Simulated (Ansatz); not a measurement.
Several settings on one geometry of Ga(PH3)F3 (GaPH3F3) (that of the charge 0 singlet, PBE0-D4/def2-SVP). Ansatz on 2 threads of Arm Neoverse N1 on a shared host; times are rough.

```xyz
8

Ga   -0.004    0.010   -1.375
P     0.003   -0.006    1.116
H     0.714    1.028    1.768
H     0.550   -1.146    1.749
H    -1.250    0.082    1.763
F     1.722   -0.012   -1.681
F    -0.848    1.517   -1.666
F    -0.888   -1.474   -1.675
```

Totals from different functionals, basis sets or treatments of relativity can't be compared as stabilities.

DK, ANO-RCC and x2c sets are all-electron and run with scalar relativity unless a key says otherwise. Correlated methods freeze 17 core orbitals; core or outer-core shells of Ga are correlated, in sets that lack core-valence functions.

The spins typed aren't always the lowest for that charge.

(1) Give the basis size and estimate the energy, ⟨S²⟩, dipole and time of these runs.

```tsv
run	method	charge	state	further keys
1	RKS B2GP-PLYP/def2-SVP	0	singlet	fitting: {mean_field: def2-universal-jkfit}; forces asked
2	RKS SVWN5/cc-pVTZ-DK	0	singlet	final_grid: {core_spheres: 5, valence_spheres: 4, degree: 11}; point_charges: [{charge: -1.00, position_ang: [6.565, 0.308, 0.413]}]; scf: {omitted_lower_state_checks: [starts]}; forces asked
3	ROKS PBE0/cc-pVTZ	0	triplet	–
```

Answers

(1) 
```
run  functions  energy (Eh)  ⟨S²⟩  dipole (D)  wall time
  1        107   -2566.1099     –        6.40       11 s
  2        209   -2581.5846     –        6.32      5.5 s
  3        209   -2566.9242     –           –    2.6 min
```
